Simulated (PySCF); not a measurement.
Constitutional and geometric isomers with formula CH6OSi2. Isolated molecules, 0 K electronic values unless said otherwise. One relaxed conformer stands for each flexible species; it need not be the lowest. Strings in code marks are SMILES.

The four lowest singlet excitations (Tamm–Dancoff). Method: PBE-D3(BJ)/def2-TZVP // B3LYP-D3(BJ)/def2-TZVP run with PySCF. Excitations are Tamm–Dancoff values on a coarser integration grid. The basis has no diffuse functions, so Rydberg states are missing or too high.

```tsv
state	energy (eV)	wavelength (nm)	oscillator strength
S1	4.82	257	0.004
S2	5.25	236	0.058
S3	5.69	218	0.019
S4	5.74	216	0.049
```

Say which member gives these states.
A) `C=[SiH]O[SiH3]` (C–Si–O–Si torsion 1°)
B) `[SiH3][Si@@H]1CO1`
C) `C/[SiH]=[SiH]/O` (Si–Si–O–H torsion 129°)
D) `CO[SiH]=[SiH2]` (C–O–Si–Si torsion 142°)

B, `[SiH3][Si@@H]1CO1`
